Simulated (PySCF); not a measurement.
CH₆AlFSi (SMILES [CH3][Al]([F])[SiH3]), singlet, at a GFN2-xTB geometry (such geometries of metal compounds can be far from the true shape), atoms displaced at random by about 0.03 Å a coordinate. Base run: PBE/STO-3G, gradient in PySCF.

The PySCF input:
```python
from pyscf import gto, scf, dft

mol = gto.Mole()
mol.atom = '''
    Al    0.26825464   -0.31487382    0.28833458
    F     1.78689311   -0.78737061   -0.34364331
    C    -0.10322733   -1.08803709    2.08688841
    H    -0.05594668   -2.23000828    1.97456656
    H    -1.06952684   -0.87406570    2.49578345
    H     0.62396917   -0.84086578    2.79328754
    Si   -1.04176392    1.21047342   -1.16203583
    H    -2.35928938    1.41844237   -0.58542890
    H    -1.24257943    0.74847451   -2.47972944
    H    -0.39843210    2.56358581   -1.23583497
'''
mol.basis = 'sto-3g'
mol.verbose = 4
mol.build()

mf = dft.RKS(mol)
mf.xc = 'pbe'
mf.kernel()
g = mf.nuc_grad_method()
grad = g.kernel()
```

The coordinate followed is z of atom 7.

The base run was repeated with changes; each row names its change, and settings that it needs were set with it.

| change | dE/dx (Eh/bohr) | net force (Eh/bohr) |
|---|---|---|
| base | -0.052043 | 0.000129 |
| finite difference step (bohr) = 0.05; conv_tol = 1e-11 | -0.052255 | - |
| grids.level = 5; grid_response = on | -0.052040 | 0.000000 |
| finite difference step (bohr) = 0.2; conv_tol = 1e-11 | -0.055481 | - |
| conv_tol = 1e-4 | -0.052079 | 0.000129 |
| conv_tol = 1e-6 | -0.052044 | 0.000129 |
| density fitting = on | -0.052052 | 0.000129 |
| grids.level = 1; grid_response = off | -0.052263 | 0.002010 |
| finite difference step (bohr) = 0.01; conv_tol = 1e-11 | -0.052049 | - |
| grids.level = 0; grid_response = off | -0.050621 | 0.021061 |
| finite difference step (bohr) = 1e-5; conv_tol = 1e-11 | -0.052041 | - |
| finite difference step (bohr) = 1e-4; conv_tol = 1e-11 | -0.052041 | - |

The net force is zero for an exact gradient.
